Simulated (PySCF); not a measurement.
Job file and geometry (Å, from GFN2-xTB) of an NMR shielding run on `CC[Si@H](C)C[SiH3]`, C₄H₁₄Si₂, PySCF, GIAO PBE0/pcSseg-1 NMR shielding, non-relativistic, gas phase; density fitting, a coarse starting grid and PySCF grid level 2 are the driver's defaults:

```
$ OMP_NUM_THREADS=1 python probes_run.py task.json out

{"job": {"kind": "nmr", "xc": "PBE0", "basis": "pcSseg-1"}, "charge": 0, "multiplicity": 1}
C     -2.048659    -1.770343    -0.803233
C     -1.880272    -0.261938    -0.663898
Si    -0.328657     0.239853     0.332011
C     -0.259361     2.135944     0.429659
C      1.242331    -0.435284    -0.509771
Si     2.890428     0.056457     0.293369
H     -2.955752    -2.014022    -1.354762
H     -1.204069    -2.203675    -1.333846
H     -2.108938    -2.239581     0.176050
H     -1.844631     0.181782    -1.660924
H     -2.769041     0.147211    -0.180663
H     -0.435021    -0.319895     1.693140
H     -0.129012     2.581998    -0.552002
H      0.570254     2.459270     1.049388
H     -1.169653     2.545391     0.856407
H      1.254385    -0.114572    -1.552527
H      1.183319    -1.523764    -0.533824
H      3.100049     1.501580     0.178660
H      3.992700    -0.628758    -0.392043
H      2.894452    -0.326978     1.706380
```

Q: What does the program print?

A: 
```
coarse grid: 16272 points
cycle   1  E = -739.2621330047  dE =  5.257e-02  |g| = 5.257e-01  |ddm| = 3.761e+00
cycle   2  E = -739.2400037110  dE =  2.213e-02  |g| = 5.956e-01  |ddm| = 9.281e-01
cycle   3  E = -739.3332270924  dE = -9.322e-02  |g| = 3.516e-02  |ddm| = 5.376e-01
cycle   4  E = -739.3334973968  dE = -2.703e-04  |g| = 1.888e-02  |ddm| = 6.151e-02
cycle   5  E = -739.3335896853  dE = -9.229e-05  |g| = 4.198e-03  |ddm| = 2.083e-02
cycle   6  E = -739.3335939184  dE = -4.233e-06  |g| = 7.606e-04  |ddm| = 4.378e-03
final grid: 143896 points
cycle   7  E = -739.3683453585  dE = -2.763e-05  |g| = 8.362e-03  |ddm| = 2.203e-02
cycle   8  E = -739.3683385609  dE =  6.798e-06  |g| = 9.793e-03  |ddm| = 1.523e-02
cycle   9  E = -739.3683633650  dE = -2.480e-05  |g| = 4.142e-04  |ddm| = 8.254e-03
cycle  10  E = -739.3683633949  dE = -2.989e-08  |g| = 1.768e-04  |ddm| = 5.440e-04
cycle  11  E = -739.3683634028  dE = -7.890e-09  |g| = 3.483e-05  |ddm| = 1.685e-04
cycle  12  E = -739.3683634031  dE = -2.608e-10  |g| = 9.014e-06  |ddm| = 4.387e-05
converged SCF energy = -739.3683634031

GIAO shielding tensors (ppm)
atom      isotropic    diamagn.    paramagn.     s11        s22        s33       span
  0 C      176.264     246.919     -70.654    169.171    172.129    187.494     18.323
  1 C      174.658     254.421     -79.763    169.595    172.802    181.578     11.983
  2 Si     361.278     882.456    -521.178    330.630    369.041    384.163     53.533
  3 C      190.661     255.162     -64.501    188.728    190.498    192.759      4.031
  4 C      198.149     260.161     -62.012    188.847    198.929    206.671     17.824
  5 Si     424.991     879.687    -454.695    400.837    404.808    469.330     68.492
  6 H       30.304      27.884       2.420     24.965     27.583     38.363     13.398
  7 H       30.727      31.285      -0.558     25.404     30.890     35.887     10.483
  8 H       30.809      30.309       0.500     26.391     28.964     37.071     10.680
  9 H       31.141      33.289      -2.147     26.825     30.210     36.389      9.564
 10 H       30.968      32.185      -1.216     25.555     30.117     37.232     11.677
 11 H       27.420      31.843      -4.422     24.680     25.688     31.893      7.213
 12 H       31.795      32.467      -0.673     28.037     29.303     38.044     10.007
 13 H       31.518      31.995      -0.477     26.172     29.894     38.489     12.317
 14 H       31.671      31.248       0.424     26.829     28.926     39.259     12.430
 15 H       32.229      34.049      -1.820     27.109     30.303     39.275     12.166
 16 H       31.735      33.865      -2.130     25.291     30.762     39.154     13.863
 17 H       27.808      29.374      -1.566     23.811     27.081     32.530      8.719
 18 H       27.600      28.274      -0.674     23.795     25.237     33.766      9.971
 19 H       27.853      29.119      -1.266     24.341     26.177     33.042      8.700
```

Size and cost of the density-fitted run: 186 basis functions, 21 s wall time on 1 thread of an Arm Neoverse V2, shared host; peak memory 0.85 GiB.
